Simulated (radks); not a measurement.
All-electron atom: In28+ in [Ar] 3d3.

Calculated with a radial shooting solver on a logarithmic mesh with Libxc functionals: Dirac Kohn-Sham, PBE, spin-unpolarised, spherical densities, point nucleus; open shells are shared between the two j in proportion to 2j + 1.

Energy parts (hartree):
total: -5367.12054
kinetic: 5665.22026
electron-nucleus: -12008.48630
Hartree: 1093.48413
exchange-correlation: -117.33862

Orbitals (lengths in bohr, moments of r in powers of bohr):
| orbital | occ. | eigenvalue (hartree) | <1/r> | small-component weight |
|---|---|---|---|---|
| 1s1/2 | 2 | -1065.684 | 51.86 | 3.23e-02 |
| 2s1/2 | 2 | -198.1196 | 12.08 | 6.91e-03 |
| 2p1/2 | 2 | -188.1504 | 12.04 | 6.90e-03 |
| 2p3/2 | 4 | -180.3183 | 11.25 | 6.61e-03 |
| 3s1/2 | 2 | -68.07076 | 4.598 | 2.32e-03 |
| 3p1/2 | 2 | -64.26978 | 4.527 | 2.27e-03 |
| 3p3/2 | 4 | -62.56009 | 4.332 | 2.20e-03 |
| 3d3/2 | 1.2 | -56.44905 | 4.207 | 2.08e-03 |
| 3d5/2 | 1.8 | -56.06624 | 4.156 | 2.06e-03 |

The highest occupied level is 3d5/2 at -1525.6 eV. The density falls to 0.001 e/bohr^3 at r = 0.95 bohr. Summed over all electrons, <r^2> = 1.353 bohr^2, which gives a Langevin (diamagnetic) susceptibility term of -1.07 x 10^-6 cm^3/mol.
